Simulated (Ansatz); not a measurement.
AsF3, triplet, at a GFN2-xTB geometry (a higher spin typed on purpose: for a closed-shell molecule this is an excited state); WB97X-V/STO-3G run with Ansatz (an electronic-structure program).

Here is a job for Ansatz.
Ansatz 0.2 input:
```yaml
crystal:
  periodic: [false, false, false]
  atoms:
    - {symbol: F, position_ang: [-1.75854617, -0.86921053, 0.20925575]}
    - {symbol: As, position_ang: [0.07555063, -0.21534643, 0.07876260]}
    - {symbol: F, position_ang: [1.94209977, 0.34601691, -0.01789853]}
    - {symbol: F, position_ang: [-0.46057259, 1.31279719, -0.48015343]}
basis:
  gaussian:
    orbitals: STO-3G
hamiltonian:
  xc: {name: wB97X-V}
magnetization: {spin_polarized: true, initial_magnetization: 2}
accuracy: high
```

The log (banner, timings and long lists left out):

```
Functional definition: wB97X-V
535 factors; integrals over basis functions are off by at most 4.0e-8 eV
157 factors; integrals over basis functions are off by at most 1.6e-9 eV
mean field evaluation 1: about -68172.6067 eV, gradient 1.6e1 eV
mean field evaluation 2: about -68174.6165 eV, gradient 9.4e0 eV
mean field evaluation 4: about -68175.4176 eV, gradient 3.7e-1 eV
mean field evaluation 8: about -68175.4354 eV, gradient 2.6e-2 eV
mean field evaluation 16: about -68175.4354 eV, gradient 1.0e-4 eV
mean field -68175.43542714 eV, -2505.4010409777 hartree, gradient 3.9e-8 eV, S^2 2.035732; 0 other end points of the search recorded, 0 dependent functions left out
reference -68175.43542710 eV, -2505.4010409762 hartree; 31, 29 occupied and 2, 4 virtual orbitals, 535 factors
Total energy: -68175.43542710 eV, -2505.4010409762 hartree
```
